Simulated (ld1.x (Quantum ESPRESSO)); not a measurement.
# Ranking ultrasoft potentials for hydrogen (H)

All share these settings but for the change named:

```
Element                 : H (Z = 1)
Generator               : ld1.x (Quantum ESPRESSO) 7.5
Type                    : ultrasoft
Functional              : PBEsol
Relativity              : non-relativistic
Frozen core             : none
Valence charge          : 1
Reference configuration : 1s1
Partial waves           : 1s (bound): rcut 0.60, rcutus 0.75 bohr; 1s channel at 0.1 Ry: rcut 0.60, rcutus 0.75 bohr; 2p channel at 0.05 Ry: rcut 0.50, rcutus 0.60 bohr; 2p channel at 0.55 Ry: rcut 0.50, rcutus 0.60 bohr
Local potential         : all-electron potential smoothed inside 0.65 bohr (lloc = -1)
Core correction         : none
Augmentation charge     : PSQ, radius 0.35 bohr
```

Cutoff: the first of the cutoffs (Ry, on a coarse ladder) from which the occupation-weighted sum of valence levels, in a spherical-Bessel basis at the reference potential, stays within 10 and 1 mRy of its value at 400 Ry; the density cutoff is not measured.

The base gives 25 Ry.

Of 5 variants that were run, those that failed, showed a ghost or another fault, or gave nearly equal values are left out.

(1) Rank these variants from softest to hardest (loose cutoff).
A. all radii scaled by about 1.27 (s 0.96, p 0.76 bohr, rcut 0.76/0.64); local potential all-electron potential smoothed inside 0.82 bohr (lloc = -1); augmentation PSQ, radius 0.44 bohr
B. all radii scaled by about 1.33 (s 1.00, p 0.80 bohr, rcut 0.80/0.68); local potential all-electron potential smoothed inside 0.88 bohr (lloc = -1); augmentation PSQ, radius 0.46 bohr
C. all radii scaled by about 0.77 (s 0.58, p 0.46 bohr, rcut 0.46/0.38); local potential all-electron potential smoothed inside 0.50 bohr (lloc = -1); augmentation PSQ, radius 0.28 bohr
D. all radii scaled by about 0.89 (s 0.66, p 0.54 bohr, rcut 0.54/0.44); local potential all-electron potential smoothed inside 0.58 bohr (lloc = -1); augmentation PSQ, radius 0.32 bohr

Results:

(1) B (18 Ry), A (21 Ry), D (30 Ry), C (35 Ry).
